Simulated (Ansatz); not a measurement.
A run for Ansatz (a quantum-chemistry and plane-wave program): U-CCSD(T)/cc-pVTZ on H10 chain, a point of a bond scan (R = 1.300 Å).

Ansatz 0.2 input:
```yaml
crystal:
  periodic: [false, false, false]
  atoms:
    - {symbol: H, position_ang: [0.00000000, 0.00000000, 0.00000000]}
    - {symbol: H, position_ang: [0.00000000, 0.00000000, 1.30000000]}
    - {symbol: H, position_ang: [0.00000000, 0.00000000, 2.60000000]}
    - {symbol: H, position_ang: [0.00000000, 0.00000000, 3.90000000]}
    - {symbol: H, position_ang: [0.00000000, 0.00000000, 5.20000000]}
    - {symbol: H, position_ang: [0.00000000, 0.00000000, 6.50000000]}
    - {symbol: H, position_ang: [0.00000000, 0.00000000, 7.80000000]}
    - {symbol: H, position_ang: [0.00000000, 0.00000000, 9.10000000]}
    - {symbol: H, position_ang: [0.00000000, 0.00000000, 10.40000000]}
    - {symbol: H, position_ang: [0.00000000, 0.00000000, 11.70000000]}
basis:
  gaussian:
    orbitals: cc-pVTZ
correlation: {method: ccsd_t, electrons: outside_noble_gas}
scf: {omitted_lower_state_checks: [cluster_reference]}
magnetization: {spin_polarized: true, initial_magnetization: 0}
```

Program output:

```
WARN ansatz: RAYON_NUM_THREADS=2 ignored (pool sized by the plan → 2); use --threads N
Functional definition: HF
these checks for a lower state are left out or cut short: cluster_reference
integrals: 0.43 GiB planned
731 factors; integrals over basis functions are off by at most 9.8e-4 eV
mean field: 0.26 GiB planned
mean field evaluation 1: about -140.7303 eV, gradient 5.5e0 eV
mean field evaluation 2: about -140.7195 eV, gradient 5.5e0 eV
mean field evaluation 4: about -141.3621 eV, gradient 7.2e-1 eV
mean field evaluation 8: about -141.3783 eV, gradient 6.4e-4 eV
mean field evaluation 16: about -142.9396 eV, gradient 3.0e0 eV
mean field evaluation 32: about -142.1082 eV, gradient 4.9e-1 eV
mean field evaluation 64: about -142.3655 eV, gradient 2.3e0 eV
mean field -143.21487179 eV, -5.2630494639 hartree, gradient 1.3e-6 eV, S^2 1.719571; 7 other end points of the search recorded, 0 dependent functions left out
reference -143.21487179 eV, -5.2630494639 hartree; 5, 5 occupied and 135, 135 virtual orbitals, 731 factors
second order -3.25200055 eV of doubles, -0.00000000 eV of singles
coupled cluster: 0.86 GiB planned
cycle   1  -3.96053547 eV  change   -7.1e-1 eV  update   1.1e-1
cycle   2  -4.83237714 eV  change   -8.7e-1 eV  update   7.8e-2
cycle   3  -5.14864238 eV  change   -3.2e-1 eV  update   4.6e-2
cycle   4  -5.27009932 eV  change   -1.2e-1 eV  update   2.7e-2
cycle   5  -5.37492073 eV  change   -1.0e-1 eV  update   1.8e-2
cycle   6  -5.40194432 eV  change   -2.7e-2 eV  update   1.0e-2
cycle   7  -5.42490688 eV  change   -2.3e-2 eV  update   7.0e-3
cycle   8  -5.44037049 eV  change   -1.5e-2 eV  update   3.5e-3
cycle   9  -5.43916609 eV  change    1.2e-3 eV  update   2.0e-3
cycle  10  -5.43879706 eV  change    3.7e-4 eV  update   1.1e-3
cycle  11  -5.43920729 eV  change   -4.1e-4 eV  update   6.3e-4
cycle  12  -5.44015272 eV  change   -9.5e-4 eV  update   3.0e-4
cycle  13  -5.44068151 eV  change   -5.3e-4 eV  update   1.5e-4
cycle  14  -5.44069916 eV  change   -1.8e-5 eV  update   8.5e-5
cycle  15  -5.44045996 eV  change    2.4e-4 eV  update   5.0e-5
cycle  16  -5.44036233 eV  change    9.8e-5 eV  update   2.5e-5
cycle  17  -5.44033692 eV  change    2.5e-5 eV  update   1.5e-5
cycle  18  -5.44034536 eV  change   -8.4e-6 eV  update   9.3e-6
cycle  19  -5.44035878 eV  change   -1.3e-5 eV  update   5.1e-6
cycle  20  -5.44036116 eV  change   -2.4e-6 eV  update   2.5e-6
coupled cluster: 0.86 GiB planned
perturbative correction -0.20601312 eV, -0.0075708426 hartree
WARN: the results are in doubt because among natural orbitals full CI differs from the method by -0.331 eV
Total energy: -148.86124607 eV, -5.4705498913 hartree
In doubt: among natural orbitals full CI differs from the method by -0.331 eV
Checks for a lower state left out: cluster_reference
```

Self-consistency was reached. Its determinant has ⟨S²⟩ = 1.72, a mixture of spin states.

Warnings raised: large difference.

Cost: very roughly 18 core-seconds.
